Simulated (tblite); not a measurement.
Question: Give a GFN2-xTB geometry of `C(OC(C)=S)C[O]` [radical]. (Doublet state.)

Answer: 
Z-matrix in Å and degrees, rows numbered from 1:
```
C 
C   1  1.4922
S   2  1.6405  1  122.33
O   2  1.3087  1  114.03  3  -178.69
C   4  1.4245  2  118.93  1  -179.80
C   5  1.5469  4  107.85  2   178.81
O   6  1.3110  5  116.05  4   -93.78
H   1  1.0905  2  109.32  3    81.46
H   1  1.0872  2  109.94  3  -159.24
H   1  1.0866  2  110.27  3   -37.11
H   5  1.0956  4  109.32  2    59.38
H   5  1.0966  4  108.91  2   -59.47
H   6  1.1172  5  106.73  4    29.84
H   6  1.1159  5  109.04  4   140.00
```

C2 (carbon bonded to C, O and S) is planar (angles 123.6°, 122.3° and 114.0°, sum 360.0°, 0.01 Å off the plane of its three neighbours). Of the pairs four or more bonds apart, S3···H12 is among the closest relative to their van der Waals radii: 2.79 Å, 93 % of the sum of Bondi's values. The 2 C–C bonds span 1.492 Å (C1–C2, drawn single) to 1.547 Å (C5–C6, drawn single), a spread of 0.055 Å. O4 (oxygen bonded to 2 C) is bent (angle 118.9°).

The geometry is computed with GFN2-xTB (gas phase). This method treats the open shell by occupation alone, without spin polarisation.

Point group: C1 (no symmetry element, even within 0.4 Å). Its lowest GFN2-xTB frequency is 18i cm⁻¹, too small to tell a flat minimum from a shallow saddle. Torsions: C1–C2–O4–C5 180°, C2–O4–C5–C6 179°, O4–C5–C6–O7 -94°. 3 starts were optimised and ended at 0.00, 2.38 and 2.61 kcal/mol (GFN2-xTB); the lowest of these is shown.

On Arm Neoverse V1, one thread, no GPU (shared host), this took 0.53 s wall. This is the geometry optimisation.

One conformer stands for the species.
